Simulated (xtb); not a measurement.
CH4BFS, SMILES FB(S)C. All values are semi-empirical tight-binding results from xtb (GFN2-xTB unless named), good for trends rather than for accurate numbers. Geometry: GFN2-xTB. One conformer was computed; it need not be the lowest.

Optimised geometry:

Bond lengths (Å): B1–F2 1.323, B1–C3 1.580, B1–S7 1.795, C3–H4 1.090, C3–H5 1.088, C3–H6 1.087, S7–H8 1.328. Angles (°): F2–B1–C3 120.0, F2–B1–S7 116.2, C3–B1–S7 123.8, B1–C3–H4 110.5, B1–C3–H5 112.9, B1–C3–H6 111.3, H4–C3–H5 106.7, H4–C3–H6 107.0, H5–C3–H6 108.2, B1–S7–H8 97.1.

A frequency run showed that this geometry is not a minimum.

```yaml
orbital_gap: 4.64 eV
static polarisability (D4 model): 48.0 bohr³
solvation energy, GFN2-xTB/ALPB(water): -2.3 kcal/mol
solvation energy, GFN2-xTB/ALPB(thf): -5.4 kcal/mol
```

Computed atomic charges and the Wiberg bond orders between heavy atoms:
charges (e) B1 0.42, F2 -0.27, C3 -0.20, H4 0.06, H5 0.05, H6 0.06, S7 -0.28, H8 0.17. Bond orders B1–F2 1.09, B1–C3 1.03, B1–S7 1.18.
